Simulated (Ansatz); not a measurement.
A nudged elastic band was laid between two geometries of F2Ge2H4 + H2S (11 atoms, charge 0, multiplicity 1).

Level of theory: RKS PBE/def2-SVP (Ansatz).

| Property | Result |
| --- | --- |
| movable images | 5 |
| climbing image | yes |
| spring | 5.0 eV/Å² |
| optimiser | quadratic models (default) |
| start path | through a guess of the saddle point |
| force threshold | 0.05 eV/Å |
| iteration limit | 60 |
| end points | relaxed |

First end point:

```xyz
11
Properties=species:S:1:pos:R:3
Ge 0.455 -0.164 0.105
Ge 0.247 0.123 2.524
H -0.484 -1.098 3.124
H 1.705 0.168 3.058
H -0.477 1.448 2.830
H 1.379 -1.255 -0.504
F 0.967 1.367 -0.590
F -1.122 -0.449 -0.659
S -3.516 0.174 1.624
H -2.787 -0.019 0.485
H -3.624 -1.168 1.826
```

Last end point:

```xyz
11
Properties=species:S:1:pos:R:3
Ge -0.456 0.247 -0.982
Ge -0.506 -0.063 3.647
H -0.915 -0.300 5.125
H 0.527 -1.136 3.229
H 0.103 1.350 3.503
H -0.303 1.476 -1.899
F 0.487 -1.086 -1.606
F 0.325 0.573 0.555
S -2.557 -0.365 -0.668
H -2.190 -1.386 0.161
H -1.768 -0.184 2.757
```

What changes between the two ends?

Bonds broken: Ge1–Ge2, S9–H11. Bonds formed: Ge1–S9, Ge2–H11. F2Ge2H4 + H2S becomes F2GeH2S + GeH4.

What energy profile does the band end with?

The run converged. The highest image is number 3 of 0 to 6, 178.7 kJ/mol above the first end and 188.8 kJ/mol above the last; the last end lies 10.1 kJ/mol below the first. A structure lower than the first end lies on the path between it and the top, so the climb from that side starts below the end, which may itself be a saddle point or a shallow side well. Neighbouring images differ by up to 1.9 eV, so the band resolves the path poorly. A vibrational analysis at the climbing image gives one clearly imaginary mode, 926i cm⁻¹: a first-order saddle point. The orbitals stay closed-shell, which can raise the energy where a bond breaks towards radicals; this wasn't checked here.

```
image  path coordinate (Å)  energy (kJ/mol)  Ge1–Ge2 (Å)  S9–H11 (Å)  Ge1–S9 (Å)
    0                 0.00              0.0         2.44        1.36        4.27
    1                 3.56             -0.6         2.45        1.36        4.19
    2                 7.12             -1.4         2.44        1.36        3.50
    3                10.68            178.7         2.79        1.81        2.52
    4                11.90             50.9         3.54        2.45        2.25
    5                13.12             -3.3         4.22        2.86        2.22
    6                14.34            -10.1         4.64        3.52        2.21
```

What is the geometry of the highest image?


```xyz
11
Properties=species:S:1:pos:R:3
Ge -0.301 0.179 0.078
Ge -0.193 -0.417 2.800
H -1.237 -0.033 3.892
H -0.040 -1.952 2.735
H 1.140 0.308 3.092
H 0.300 1.539 -0.339
F -0.934 -0.931 -1.126
F 1.181 -0.786 0.387
S -2.626 1.072 0.463
H -3.144 -0.174 0.270
H -1.402 0.323 1.570
```

The run took 4.2 min on 4 threads of Arm Neoverse V2, on a shared host, peak memory 0.23 GiB.
